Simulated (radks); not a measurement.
Results of a calculation; reference values are marked as such.
Ag3+, configuration [Kr] 4d(up 4.75, down 3.25) (fractional occupations, a model configuration).

Code: a radial shooting solver on a logarithmic mesh with Libxc functionals. Model: scalar-relativistic Kohn-Sham, PBE, spin-polarised, spherical densities, point nucleus.

Energy parts (eV):
part                       energy
total                 -144591.064
kinetic                150221.042
electron-nucleus      -347809.885
Hartree                 57021.364
exchange-correlation    -4023.585

Orbitals (lengths in bohr, moments of r in powers of bohr; <r^-3> diverges for s and p1/2):
\begin{tabular}{lrrrrr}
orbital & occ. & eigenvalue (eV) & <r^4> & <r> & <r^-3> \\ \hline
1s up & 1 & -25369.95 & 4.451e-06 & 0.03111 & - \\
1s down & 1 & -25369.96 & 4.451e-06 & 0.03111 & - \\
2s up & 1 & -3769.351 & 0.0007914 & 0.1349 & - \\
2s down & 1 & -3769.044 & 0.0007913 & 0.1349 & - \\
2p up & 3 & -3384.990 & 0.0005676 & 0.1177 & 3778 \\
2p down & 3 & -3384.757 & 0.0005675 & 0.1177 & 3778 \\
3s up & 1 & -723.2772 & 0.03698 & 0.3685 & - \\
3s down & 1 & -723.1268 & 0.03696 & 0.3685 & - \\
3p up & 3 & -597.0642 & 0.03959 & 0.3676 & 675.4 \\
3p down & 3 & -596.8912 & 0.03955 & 0.3675 & 675.2 \\
3d up & 5 & -398.1299 & 0.03800 & 0.3457 & 92.26 \\
3d down & 5 & -397.8561 & 0.03793 & 0.3457 & 92.25 \\
4s up & 1 & -134.2692 & 1.288 & 0.9060 & - \\
4s down & 1 & -133.0647 & 1.286 & 0.9054 & - \\
4p up & 3 & -97.4178 & 1.922 & 0.9867 & 113.9 \\
4p down & 3 & -96.1777 & 1.925 & 0.9864 & 114.2 \\
4d up & 4.75 & -44.3045 & 6.001 & 1.246 & 10.11 \\
4d down & 3.25 & -43.1040 & 6.190 & 1.252 & 10.06 \\
\end{tabular}

The highest occupied level is 4d down at -43.104 eV. The density falls to 0.001 e/bohr^3 at r = 3.08 bohr.
